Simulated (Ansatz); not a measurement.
Program: Ansatz. Geometries: PBE0-D4/def2-TZVP. ΔE: electronic, gas phase. CCSD(T)/CBS is the MP2 limit (def2-TZVPP, def2-QZVPP) plus CCSD(T) − MP2 in def2-TZVPP, frozen cores. DFT in def2-TZVPP. B3LYP here is the variant with VWN-RPA as its local correlation; programs differ in this. One conformer a species, not always the lowest.

Reaction (formal exchange of groups at a B–C bond): `BCO[SiH3]` + `CC(O)F` → `BC(C)F` + `OCO[SiH3]`

(1) Is it downhill or uphill in electronic energy at CCSD(T)/CBS, and by how much? (Estimate.)

(2) What do these levels give: r2SCANh-D4, r2SCAN0-D4, PBE-QIDH, r2SCAN, PBE0, B3LYP, MP2/def2-SVP, CCSD/def2-SVP, MP2/def2-TZVPP, CCSD/def2-TZVPP, CCSD(T)/def2-TZVPP, SCS-MP2/def2-QZVPP? (Estimate.)

Largest T1 diagnostic among the species: 0.011.

Results:

(1) Ansatz gave: Uphill: ΔE = +27.5 kJ/mol.

(2) Ansatz gave: r2SCANh-D4 30.0, r2SCAN0-D4 29.9, PBE-QIDH 28.9, r2SCAN 29.9, PBE0 28.4, B3LYP 27.2, MP2/def2-SVP 32.7, CCSD/def2-SVP 30.8, MP2/def2-TZVPP 28.8, CCSD/def2-TZVPP 27.4, CCSD(T)/def2-TZVPP 27.7, SCS-MP2/def2-QZVPP 26.9 kJ/mol.

At CCSD(T), def2-SVP lies +3.7 kJ/mol from the extrapolated value and def2-TZVPP +0.2 kJ/mol. Leaving LDA and LC-ωPBE aside and taking each functional with its dispersion term where it has one, the values, not all of them listed here, spread over 5.0 kJ/mol, from BLYP-D4 to B97M-V. LDA lies +5.5 kJ/mol from PBE without D4.
